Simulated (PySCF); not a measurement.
# Low-lying terms of Au+ (gold, charge +1)

Ground state [Xe] 4f14 5d10, ¹S. Computed with PySCF 2.14 in def2-TZVP with the def2 core potential (60 electrons) (6s4p3d1f, 40 functions), with a scalar-relativistic core potential. Vertical excitation energies in eV without spin-orbit coupling; excited terms of each kind are numbered among those the solver found. Frozen: 5s2 5p6.

```
 term  leading excitation  EOM-EE-CCSD
 1 3D              5d → s        2.569
 1 1D              5d → s        3.271
1 3P°              5d → p       10.106
1 3F°              5d → p       10.380
1 1F°              5d → p       10.555
1 1D°              5d → p       10.743
1 3D°              5d → p       10.786
1 1P°              5d → p       10.956
 2 3D              5d → s       14.644
 2 1D              5d → s       14.846
```

The spin-orbit splitting of the hole, absent here, rivals or exceeds the spacing of these terms, so the LS terms are model states.

The solver can miss terms. Rydberg members are limited by the diffuse functions of the basis.
